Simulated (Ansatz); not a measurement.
System: sum formula Si$_{2}$H$_{2}$Cl$_{3}$ (charge 0, doublet). It need not be the lowest isomer of its formula. 
Structure (B3LYP-D3(BJ)/def2-TZVP (Ansatz, a quantum-chemistry and plane-wave program) minimum search):
```
Si
Cl 1 2.0540
Cl 1 2.0540 2 108.76
Cl 1 2.0585 2 107.86 3 -116.75
Si 1 2.3189 2 109.64 4 -123.41
H 5 1.4828 1 111.78 2 -176.48
H 5 1.4829 6 111.46 1 125.92
```
Charge 0, spin multiplicity 2.

Property: atomisation energy (electronic, to ground-state atoms), in kcal/mol. Valence correlation only, unless marked. UHF or UKS for open shells. No spin-orbit coupling. Non-relativistic. The coupled-cluster limit lacks core correlation, which all-electron functionals hold. Basis-set limits of correlation are two-point, X^-3; Hartree-Fock from the larger set.

```tsv
level	program	atomisation energy (kcal/mol)
BLYP-D4/def2-TZVPD	Ansatz + dftd4	478.4
PBE0-D3(BJ)/def2-TZVPD	Ansatz + dftd3	(withheld)
PBE-QIDH/def2-TZVPD	Ansatz	488.7
CCSD(T)/CBS(cc-pV(T+d)Z,cc-pV(Q+d)Z)	Ansatz	(withheld)
```

Q: Complete the blanks.

A: 
- PBE0-D3(BJ)/def2-TZVPD, atomisation energy (kcal/mol): 492.0
- CCSD(T)/CBS(cc-pV(T+d)Z,cc-pV(Q+d)Z), atomisation energy (kcal/mol): 492.9
